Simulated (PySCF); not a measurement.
C₅H₅FN (charge +1).
Cartesian coordinates in Å at the GFN2-xTB level; atoms count from 1:
```
atom  x, y, z in Å
F1     2.491    0.947   -0.047
C2     1.269    0.482   -0.025
C3     0.190    1.369   -0.049
C4    -1.081    0.844   -0.025
N5    -1.266   -0.481    0.020
C6    -0.246   -1.349    0.045
C7     1.053   -0.897    0.022
H8     0.360    2.435   -0.085
H9    -1.957    1.477   -0.043
H10   -2.218   -0.843    0.039
H11   -0.480   -2.404    0.082
H12    1.888   -1.581    0.042
```

NICS = −σ at a ghost point: NICS(0) at the centroid of the ring atoms, NICS(1) 1 Å to either side along the normal of their mean plane, zz for the tensor component along that normal. Level: GIAO PBE0/pcSseg-1 (PySCF, non-relativistic, gas phase) on the GFN2-xTB geometry, one conformer.

Ring bond lengths (Å), with Mayer bond orders in brackets: C2–C3 1.397 (1.37), C3–C4 1.376 (1.47), C4–N5 1.339 (1.22), N5–C6 1.339 (1.22), C6–C7 1.376 (1.47), C7–C2 1.397 (1.37).

Question: Give the NICS values of each ring in ppm.

Answer: 
```
             ring                                               type  NICS(0)  NICS(1), two faces  NICS(1)zz, two faces  rms pucker (Å)  centre to ring atoms, mean (Å)
C2–C3–C4–N5–C6–C7  6-membered ring with N; formal bonds all aromatic     -8.9       -10.2 / -10.2         -25.3 / -25.3            0.00                            1.37
```

Question: What can be read from them?

Answer: 
- C2–C3–C4–N5–C6–C7: mean NICS(1)zz -25.3 ppm, shielded, aromatic by this magnetic criterion (flat ring, no four-coordinate atom).

Question: What does the geometric index give? HOMA = 1 − mean of α(R − Ropt)² over the ring bonds, with Krygowski's 1993 parameters (CC: Ropt 1.388 Å, α 257.7 Å⁻²; CN: Ropt 1.334 Å, α 93.52 Å⁻²).

Answer: 
- C2–C3–C4–N5–C6–C7: HOMA 0.98; the largest term is that of C6–C7, α(R − Ropt)² = 0.04. The geometric and the magnetic index point the same way.

Question: What is the mean of the two in-plane components of NICS at the second NICS(1) probe listed for ring C2–C3–C4–N5–C6–C7, 1 Å off the ring?

Answer: The isotropic value is a third of the trace: (3 × -10.2 − (-25.3))/2 = -2.6 ppm.

Question: Give the inner angles of the rings and the Hirshfeld charges of the ring atoms.

Answer: 
- C2–C3–C4–N5–C6–C7: C2 120.5° (+0.172 e), C3 118.1° (-0.013 e), C4 120.4° (+0.097 e), N5 122.5° (+0.024 e), C6 120.4° (+0.097 e), C7 118.1° (-0.013 e); sum 720.0° against 720° for a flat convex ring.

Question: What are the shieldings of the ring atoms and their hydrogens in the same run (means over atoms taken as equivalent)?

Answer: 
```
  atoms                          environment  σ isotropic (ppm)
     C2                  aromatic C–F carbon               -1.4
C3 (×2)                   aromatic CH carbon               59.4
C4 (×2)  aromatic CH next to a ring nitrogen               36.0
     N5             pyridinium-type nitrogen               65.6
H8 (×2)                    aromatic hydrogen              23.36
H9 (×2)                    aromatic hydrogen              22.80
    H10                         N–H hydrogen              21.26
```
